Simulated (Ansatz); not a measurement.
Ansatz (an electronic-structure program) job for CH₂ClFO₂Si, SMILES [Si@H](F)(Cl)OC=O, PBE/def2-SVPD. Geometry optimised at B3LYP-D3(BJ)/def2-SVP. The structure was generated by enumeration; whether it is a known compound was not checked. The values are those of a single conformer.

Ansatz 0.2 input:
```yaml
crystal:
  periodic: [false, false, false]
  atoms:
    - {symbol: O, position_ang: [1.96245230, 0.39630939, 0.91742906]}
    - {symbol: C, position_ang: [2.02360311, -0.25297581, -0.08351488]}
    - {symbol: O, position_ang: [0.95443304, -0.76022989, -0.74127627]}
    - {symbol: Si, position_ang: [-0.65774551, -0.54515688, -0.30879743]}
    - {symbol: F, position_ang: [-0.90870877, -1.16943727, 1.15271061]}
    - {symbol: Cl, position_ang: [-1.15381147, 1.43565797, -0.29658130]}
    - {symbol: H, position_ang: [2.95951144, -0.53015813, -0.61126325]}
    - {symbol: H, position_ang: [-1.43460193, -1.28967644, -1.30621926]}
basis:
  gaussian:
    orbitals: def2-SVPD
hamiltonian:
  xc: {name: PBE}
```

It prints:

```
WARN ansatz: RAYON_NUM_THREADS=1 ignored (pool sized by the plan → 1); use --threads N
Functional definition: PBE
integrals: 0.10 GiB planned
1356 factors; their error is unknown
mean field: 0.60 GiB planned
mean field evaluation 1: about -28248.1595 eV, gradient 6.8e1 eV
mean field evaluation 2: about -28214.3711 eV, gradient 1.5e2 eV
mean field evaluation 4: about -28255.5784 eV, gradient 1.8e1 eV
mean field evaluation 8: about -28256.1532 eV, gradient 1.3e-1 eV
mean field evaluation 16: about -28256.0953 eV, gradient 1.8e-4 eV
mean field -28256.09528198 eV, -1038.3923489435 hartree, gradient 1.6e-5 eV, S^2 0.000000; 0 other end points of the search recorded, 0 dependent functions left out
reference -28256.09533437 eV, -1038.3923508686 hartree; 32, 32 occupied and 124, 124 virtual orbitals, 1356 factors
Total energy: -28256.09533437 eV, -1038.3923508686 hartree
```

Self-consistency was reached.
